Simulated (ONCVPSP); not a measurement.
# Potentials for boron compared

Generated with ld1.x 7.5 (TM, RRKJ, ultrasoft, PAW), atompaw 4.2 or ONCVPSP 4.0.1. The cutoff is in Ry: for ld1.x and atompaw files where the sum of valence levels is converged to 10 mRy in a Bessel basis, for ONCV files where the hardest occupied wave has 1 mHa per electron of residual kinetic energy. The error is the largest all-electron minus pseudo excitation energy over each file’s own four to seven test configurations (ionisations up to +4, promotions, holes and added fractions of an electron), all of which were solved. The labels leave out finer settings (local radius, basis sizes, second energies), which also bear on the numbers. Spin-polarised tests are not counted. The rows are a selection from randomly drawn settings: files with unsolved tests, undetermined cutoffs or missed reference levels are left out.

A true bound ghost makes a file unfit for plane-wave use even where its test errors are small: the radial tests pick states by their node count and pass the ghost by.

| potential | cutoff (Ry) | largest error (meV) | bound ghosts |
| --- | --- | --- | --- |
| ONCV, PBEsol, scalar-relativistic, rc 1.25/3.35/2.75 (spd), local smoothed, core correction no, reference 2s2 2p0.5, qcut 4.6/4.5/3.5, projectors 1/2/2 | 24 | +203 | p |
| ONCV, LDA (Perdew-Zunger), scalar-relativistic, rc 1.10/1.20 (sp), local smoothed, core correction yes, reference 2s1.5, qcut 6.9/6.9, projectors 2/2 | 28 | +34 | none |
| ONCV, PBEsol, scalar-relativistic, rc 1.60/2.65/2.25 (spd), local smoothed, core correction yes, reference 2s1.75 2p1.25, qcut 4.3/6/4.4, projectors 1/2/2 | 18 | +172 | none |

(1) Fill in the row for B: ONCV, PBE, scalar-relativistic, rc 1.15/2.60/2.50 (spd), local smoothed, core correction yes, reference 2s2 2p1, qcut 4.4/4.2/4.5, projectors 2/2/2.

(2) Fill in the row for B: ONCV, BLYP, scalar-relativistic, rc 1.05/2.15 (sp), local smoothed, core correction yes, reference 2s2 2p0.5, qcut 7.8/6.3, projectors 2/2.

(3) Fill in the row for B: ONCV, PBE, scalar-relativistic, rc 1.60/2.75 (sp), local smoothed, core correction yes, reference 2s2 2p1, qcut 7.6/5.4, projectors 2/1.

Answers

(1) cutoff 24 Ry, largest error +208 meV, bound ghosts: none.

(2) cutoff 24 Ry, largest error +106 meV, bound ghosts: s.

(3) cutoff 27 Ry, largest error +211 meV, bound ghosts: none.
